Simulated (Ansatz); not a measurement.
## Ansatz (development build ahead of 0.2.0) run

```yaml
crystal:
  periodic: [false, false, false]
  atoms:
    - { symbol: Ca, position_ang: [0.0, 0.0, 0.0] }
    - { symbol: F, position_ang: [0.0, 0.0, 3.94] }
basis:
  gaussian: { orbitals: def2-SVP }
magnetization:
  spin_polarized: true
  initial_magnetization: 1
hamiltonian:
  xc: pbe0
scf:
  omitted_lower_state_checks: [stability, starts, atomic_configurations, cluster_reference, orbital_swaps, given_window_search, neighbouring_geometries, increment]
output:
  forces: true
```

The input is written out in the form of the current development build from the run's settings.

The run gave:

```json
{
 "Converged": "yes",
 "Total energy": "-776.87683 hartree",
 "Spin squared of the determinant": "0.791"
}
```

Forces (eV/Å):
```json
{"atom": "Ca1", "Fx": "0.000", "Fy": "0.000", "Fz": "0.880"}
{"atom": "F2", "Fx": "0.000", "Fy": "0.000", "Fz": "-0.880"}
```
